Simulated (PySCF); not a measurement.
Vertical excitations of a molecule C7H7, multiplicity 2 from TDA-PBE/def2-SVPD (PySCF), as energy in eV (oscillator strength): 2.92 (0.000), 3.33 (0.002), 3.58 (0.026), 4.49 (0.000), 4.70 (0.002), 4.77 (0.000), 5.01 (0.343), 5.14 (0.000), 5.17 (0.001), 5.30 (0.000). The structure is a stationary point at ωB97X-D3(BJ)/def2-SVP. One conformer was computed; it need not be the lowest.

**Question.** Which structure fits?
A) Cc1c[c]ccc1
B) Cc1cc[c]cc1
C) [CH2]c1ccccc1
D) [C]1=CC2C=CC1C2

**Answer.** C, [CH2]c1ccccc1
